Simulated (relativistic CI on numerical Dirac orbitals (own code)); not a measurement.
**Ru5+: M2,3 absorption edge**

Computed with this model: Dirac-Coulomb-Breit CI, orbitals from a KLI potential per configuration, model QED (radiative potential, 1s self-energy scaled to tabulated hydrogen-like ionisation energies), valence Slater integrals scaled by 0.9, multiplet model of core-to-valence dipole absorption; configurations [Kr] 4d3 → [Ne] 3s2 3p5 3d10 4s2 4p6 4d4; 80 K; Lorentzian 2 eV and Gaussian 0.4 eV FWHM. Energies are those of the free ion, without screening or charge transfer. The branching ratio is the share of the lower-energy edge in the whole absorption, uncertain by about 0.02 where the edges overlap. S is read from ⟨S²⟩ = S(S + 1).

Case free ion, the dichroism is that of the ground state at zero temperature, magnetised by exchange field 10 meV on Sz. The dichroism I(Δm = −1) − I(Δm = +1), over the sum of the three polarisations, integrates to 0.1052 on the lower edge and 0.0648 on the upper edge. The branching ratio is 0.831.

Task: Use the orbital sum rule with 7 holes to get ⟨Lz⟩.

Result: For a p → d edge ⟨Lz⟩ = 2 × n_h × (sum of both integrals) in this sign convention = 2.38; the ground state itself has ⟨Lz⟩ = 2.46 and ⟨Sz⟩ = -0.96. The rule assumes one radial integral for both edges, which relativistic orbitals only approach.
